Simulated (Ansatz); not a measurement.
Compare A (`F[SiH]1CC1=S`) with its isomer B (`FC1=C(S)[SiH2]1`).

Isolated molecules relaxed with PBE0-D4/def2-TZVP in Ansatz; ΔE leaves out vibrations. CBS: MP2 limit from def2 TZ/QZ plus the TZ coupled-cluster correction, frozen cores. Functionals use def2-TZVPP. B3LYP here is the variant with VWN-RPA as its local correlation; programs differ in this. One conformer a species, not always the lowest.

(1) Which is lower in electronic energy at CCSD(T)/CBS, and by how much? (An estimate is asked.)

(2) Give E(B) − E(A) in kJ/mol with ωB97M-V, BLYP-D4, CCSD(T)/def2-TZVPP, B3LYP-D4, PBE0-D4, LDA (SPW92), PBE-D4. (Estimate.)

(3) Does the order hold for the free energy at 298.15 K (harmonic terms from PBE0-D4)? (Best estimate.)

Largest T1 diagnostic: 0.016.

Answers

(1) The calculation gave: A, by 182.4 kJ/mol.

(2) Computed: ωB97M-V 170.9, BLYP-D4 172.3, CCSD(T)/def2-TZVPP 178.9, B3LYP-D4 172.4, PBE0-D4 162.3, LDA (SPW92) 158.2, PBE-D4 161.7. None reverses the order clearly.

(3) Ansatz gave: Yes: G(B) − G(A) = +174.7 kJ/mol, for one conformer each.

At CCSD(T), def2-SVP lies −26.3 kJ/mol from the extrapolated value and def2-TZVPP −3.5 kJ/mol. In def2-TZVPP, CCSD(T) changes the Hartree–Fock value by +12.6 kJ/mol (the triples alone add +1.6 kJ/mol) and MP2 by +18.7 kJ/mol.
